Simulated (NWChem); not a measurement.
Molecule: GaH$_{3}$O$_{3}$; SMILES [OH][Ga]([OH])[OH]

Results from NWChem. Coordinates come from a PBE0/def2-SVP optimisation. One conformer.

Diagonal of the polarisability tensor at B3LYP/def2-SVPD, 589 nm: 44.35, 44.35, 33.06 bohr³.

Find the mean polarisability volume, the molar refraction, and the refractive index that an ideal gas of it would have at 273.15 K and 1 atm.


1. Mean: one third of the trace = 40.59 bohr³ × 0.14818 Å³/bohr³ = 6.01 Å³.
2. Molar refraction (Lorentz-Lorenz): (4π/3) N_A α = 15.2 cm³/mol.
3. Number density p/kT = 2.687 × 10⁻⁵ Å⁻³; n − 1 = 2π N α = 10.15 × 10⁻⁴.
